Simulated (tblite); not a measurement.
Compound: C₂H₁₀OSSi₃.
Numbering: `[CH2:1]=[CH:2][O:3][Si@@H:4]([SiH3:5])[S:6][SiH3:7]` (hydrogens: H8, H9 on C1; H10 on C2; H11 on Si4; H12, H13, H14 on Si5; H15, H16, H17 on Si7)

Structure used (GFN2-xTB), in Å, numbered top down from 1:
```
atom  x, y, z in Å
C1    -2.0012    1.6588    0.3284
C2    -0.8400    1.6289   -0.2985
O3     0.1403    0.7288   -0.1100
Si4    0.1696   -0.6330    0.8091
Si5   -1.4502   -2.1567    0.1791
S6     2.1604   -1.3272    0.3860
Si7    3.0299    0.2993   -0.7119
H8    -2.7205    2.4253    0.1117
H9    -2.2620    0.9277    1.0733
H10   -0.5670    2.3643   -1.0465
H11    0.2012   -0.2084    2.2135
H12   -2.4819   -1.5184   -0.6507
H13   -0.9319   -3.2958   -0.5787
H14   -2.1342   -2.6799    1.3647
H15    2.9559    1.5127    0.0898
H16    4.3972   -0.1581   -0.8905
H17    2.3272    0.4437   -1.9799
```

Calculated harmonic vibrations of the isolated species, GFN2-xTB (tblite), most abundant isotopes, no scaling. Errors from tens to a few hundred cm⁻¹ against measured bands are possible. Modes of hydrogen on silicon can be 10 to 20 % off. One conformer, not necessarily the lowest. The optimisation stopped once no atom felt more than 0.01 eV/Å.

Lowest wavenumbers of the output (negative numbers stand for imaginary wavenumbers):
```
mode    cm-1
  1     -34.1
  2      19.1
  3      68.4
  4      75.2
  5      85.5
  6     121.7
  7     146.6
  8     160.9
  9     204.5
 10     212.0
```

Q: Is this structure a minimum?

A: Not by this Hessian. 1 mode is imaginary beyond 20i (34i cm⁻¹), so at this level the point lies at or near a first-order saddle. The curvature is small, so loose convergence or finite differences may be the whole cause.

Q: Which atoms move in the imaginary mode?

A: 34i: H14 (Si–H hydrogen) 33 %, H13 (Si–H hydrogen) 26 %, H12 (Si–H hydrogen) 24 %. These are shares of the mass-weighted motion.

Q: What is the remedy?

A: Step along that mode in both directions, optimise again with tighter thresholds and repeat the frequencies. The zero-point energy of this point (65.9 kcal/mol) counts the 44 real modes alone, and thermal corrections from it aren't those of a minimum.
